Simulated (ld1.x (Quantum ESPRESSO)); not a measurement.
What one change does to a pseudopotential (As, TM)

arsenic (As), norm-conserving Troullier–Martins (Kleinman–Bylander form), made with ld1.x (Quantum ESPRESSO) 7.5 (PBE, fully relativistic). Core [Ar] 3d10, reference 4s2 4p3. Waves: 4s (bound): rc 1.35 bohr; 4p (bound): rc 1.55 bohr; 4d channel at 0.25 Ry: rc 1.35 bohr. Local part: all-electron potential smoothed inside 1.35 bohr (lloc = -1). Core correction: none.

Open shells are filled in proportion to 2j + 1 (rel_dist='average').

All-electron outer shells of the reference configuration (PBE, scalar-relativistic, ld1.x):

```csv
shell,level (eV),outermost node (bohr),outermost maximum (bohr)
3p,-133.68,0.22,0.52
3d,-40.65,–,0.47
4s,-14.49,0.73,1.61
4p,-5.19,0.78,2.00
```

Change: all radii scaled by about 1.24 (s 1.68, p 1.92, d 1.68 bohr); local potential all-electron potential smoothed inside 1.68 bohr (lloc = -1).

Cutoffs: the cutoffs (Ry, on a coarse ladder) from which the occupation-weighted sum of valence levels, in a spherical-Bessel basis at the reference potential, stays within 10 and 1 mRy of its value at 400 Ry; they do not see the model core or the augmentation charge, which bear on the density cutoff. Errors are all-electron minus pseudo energies relative to the spin-unpolarised reference configuration.

Task: How do hardness, ghosts and transferability respond?

Result: The potential gets softer (40 Ry and 90 Ry → 30 Ry and 45 Ry); both files keep a bound ghost (d); of the 7 tests that both files solve, the error grows in 0 and shrinks in 7 by more than 15 % and 0.3 meV (median size 24.8 → 6.0 meV). A larger radius leaves more room for a smooth pseudo-wave, so fewer plane waves are needed. That the errors move this way runs against the usual rule that smaller radii transfer better.

| quantity | base | changed |
| --- | --- | --- |
| cutoff, loose | 40 Ry | 30 Ry |
| cutoff, tight | 90 Ry | 45 Ry |
| bound ghosts | d3/2, d5/2 | d3/2, d5/2 |
| error for 4s2 4p2, meV [ΔE 9.15 eV] | +25 | -1.4 |
| error for 4s2 4p1, meV [ΔE 27.07 eV] | +176 | -9.4 |
| error for 4s2 4p0, meV [ΔE 54.78 eV] | +775 | -9.6 |
| error for 4s1 4p4, meV [ΔE 9.41 eV] | +9.0 | +6.0 |
| error for 4s1 4p0, meV [ΔE 105.43 eV] | +2231 | +156 |
| error for 4s2 4p3.3, meV [ΔE -1.23 eV] | +0.6 | 0.0 |
| error for 4s2 4p2.5, meV [ΔE 3.56 eV] | +6.9 | -0.2 |

 A true bound ghost makes a file unfit for plane-wave use even where its test errors are small: the radial tests pick states by their node count and pass the ghost by.
